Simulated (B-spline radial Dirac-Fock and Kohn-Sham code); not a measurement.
X-ray form factors of erbium in several charge states

The computed values come from a radial atomic solver: relativistic Hartree-Fock (Dirac-Fock) wave functions, averaged over the configuration.

Configurations: Er¹³⁺ [Kr] 4d10 4f7 5s2; Er¹⁴⁺ [Kr] 4d10 4f7 5s1; Er¹⁵⁺ [Kr] 4d10 4f7. The first column is f₀ of Er¹³⁺, the others are differences from it.

```
s (Å⁻¹)   Er¹³⁺  Δ Er¹⁴⁺  Δ Er¹⁵⁺
      0  55.000   -1.000   -2.000
    0.1  54.077   -0.902   -1.809
    0.2  51.491   -0.651   -1.316
    0.3  47.715   -0.348   -0.715
    0.4  43.328   -0.093   -0.204
    0.5  38.844   +0.059   +0.108
    0.7  30.843   +0.090   +0.185
    0.9  24.859   +0.001   +0.005
    1.1  20.765   -0.038   -0.077
    1.4  17.023   -0.016   -0.033
```
